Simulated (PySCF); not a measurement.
Compound: C₇H₁₂BF.
Atom-mapped SMILES: `[CH2:1]=[C:2]1[CH2:3][C@@H:4]([B:5]([CH3:6])[CH3:7])[C@H:8]1[F:9]` (hydrogens: H10, H11 on C1; H12, H13 on C3; H14 on C4; H15, H16, H17 on C6; H18, H19, H20 on C7; H21 on C8)

Computed with PBE0-D3(BJ)/def2-SVP geometry optimisation, gas phase (PySCF 2.14.0).

(1) Give the optimised bond lengths and angles.

## Answers

(1) 
```tsv
bond	length (bohr)
C1=C2	2.511
C2–C3	2.854
C3–C4	2.942
C4–B5	3.005
B5–C6, B5–C7	2.963
C4–C8	2.934
C8–F9	2.599
C2–C8	2.841
C1–H10	2.066
C1–H11	2.066
C3–H12	2.080
C3–H13	2.083
C4–H14	2.081
C6–H15 and 4 like bonds	2.083
C7–H19	2.096
C8–H21	2.088
```

Bonds in one row agree within 0.02 bohr and their mean is given. A selection of angles:
```tsv
angle	degrees
C1–C2–C3	135.7
C1–C2–C8	132.1
C3–C2–C8	91.0
C2–C3–C4	88.2
C3–C4–B5	117.9
C3–C4–C8	87.4
B5–C4–C8	108.7
C4–B5–C6	120.9
C4–B5–C7	118.6
C6–B5–C7	120.5
C4–C8–F9	117.3
C2–C8–C4	88.6
C2–C8–F9	116.9
```

Torsions: C1–C2–C3–C4 151° (antiperiplanar); C2–C3–C4–B5 -94° (anticlinal); C3–C4–B5–C6 13° (synperiplanar); C3–C4–C8–F9 -136° (anticlinal); C1–C2–C8–C4 -152° (antiperiplanar).

Of the pairs four or more bonds apart, C2···H16 is among the closest relative to their van der Waals radii: 2.83 Å, 98 % of the sum of Bondi's values. B5 (three-coordinate boron) is planar (angles 120.9°, 120.5° and 118.6°, sum 360.0°, 0.01 Å off the plane of its three neighbours). The C–C distances run from 1.329 Å (C1=C2, drawn double) to 1.557 Å (C3–C4, drawn single), a spread of 0.228 Å. The 4-membered ring C2–C3–C4–C8 has internal angles of 87.4° to 91.0° (sum 355°, against 360° for a flat polygon); it is puckered, 0.11 Å rms from its mean plane, widest ring torsion 17°. The 3 B–C bonds span 1.568 Å (B5–C7, drawn single) to 1.590 Å (C4–B5, drawn single), a spread of 0.022 Å.

Point group: C1 (no symmetry element, even within 0.4 Å). PBE0-D3(BJ)/def2-SVP frequencies: not computed here. One conformer, not necessarily the lowest.

Time: 7.7 min of wall time; peak memory 0.86 GiB. Hardware: an Arm Neoverse N1 with one thread (shared host). These figures are those of the optimisation.
